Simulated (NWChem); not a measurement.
BH2S2F; SMILES SB(F)S

```xyz
6

B      0.0000     0.0000    -0.3687
F      0.0000     0.0000    -1.6958
S      1.6304     0.0000     0.4200
H      1.2045     0.0000     1.6987
S     -1.6304     0.0000     0.4200
H     -1.2045     0.0000     1.6987
```
Atoms are numbered in this order, from 1.

Level: PBE0/def2-SVP (NWChem), optimised geometry, unscaled harmonic frequencies. 

Problem. List the harmonic frequencies with IR intensities, and the thermochemistry.

Solution. 
```
frequency (cm⁻¹)  IR intensity (km/mol)
----------------  ---------------------
250                                 2.8
257                                 0.0
330                                 1.7
356                                36.0
511                                 1.9
517                                 5.1
765                                14.0
847                                55.3
1051                              303.3
1313                              235.0
2738                                0.8
2747                                0.5
```

| Item | Result |
|---|---|
| zero-point energy | 16.7 kcal/mol |
| thermal correction to the enthalpy at 298.15 K (with zero-point energy) | 20.5 kcal/mol |
| heat capacity Cv | 16.8 cal/(mol K) |
| entropy at 298.15 K and 1 atm (symmetry number 2) | 72.2 cal/(mol K) |
| dipole moment | 2.43 D |

Rigid rotor and harmonic oscillator.
